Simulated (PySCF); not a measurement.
In(F)(Me)(Et), C3H8FIn, SMILES C[CH2][In]([CH3])[F], CAM-B3LYP/def2-SVP optimised geometry.

```
13

In    -0.19    -0.70     0.00
F      1.79    -0.70     0.00
C     -0.91    -2.72    -0.02
H     -1.20    -3.01     1.00
H     -0.11    -3.38    -0.36
H     -1.79    -2.83    -0.67
C     -0.84     1.36     0.00
C      0.27     2.34     0.38
H     -1.71     1.45     0.67
H     -1.21     1.56    -1.02
H      1.15     2.24    -0.28
H      0.62     2.18     1.41
H     -0.08     3.38     0.32
```

Density from CAM-B3LYP/def2-TZVP, def2 effective core potentials past Kr (PySCF 2.14.0) at that geometry. The core electrons that the potentials of In replace are not part of the density.

Minimum of the electron density along straight lines between bonded atoms, close to the bond critical point (lines longer than 1.1 times the sum of covalent radii, or with two minima, are not listed):

```
bond    length / Å  ρ at the minimum / e bohr⁻³  ∇²ρ there / e bohr⁻⁵  position (fraction from the first atom)
------  ----------  ---------------------------  --------------------  ---------------------------------------
In1–F2       1.980                        0.104                  0.56                                     0.52
In1–C3       2.143                        0.102            (withheld)                                     0.52
C3–H4        1.100                        0.268                 -0.88                                     0.64
C3–H5        1.098                        0.271                 -0.90                                     0.65
C3–H6        1.098                        0.270                 -0.89                                     0.64
In1–C7       2.157                        0.101            (withheld)                                     0.52
C7–C8        1.527                        0.243            (withheld)                                     0.51
C7–H9        1.101                        0.271                 -0.90                                     0.64
C7–H10       1.102                        0.269                 -0.89                                     0.64
C8–H11       1.099                        0.275                 -0.94                                     0.64
C8–H12       1.100                        0.273                 -0.93                                     0.64
C8–H13       1.103                        0.272                 -0.91                                     0.64
```

Problem. Fill in the missing entries.

Solution. 
- In1–C3, ∇²ρ there / e bohr⁻⁵: 0.14
- In1–C7, ∇²ρ there / e bohr⁻⁵: 0.13
- C7–C8, ∇²ρ there / e bohr⁻⁵: -0.60
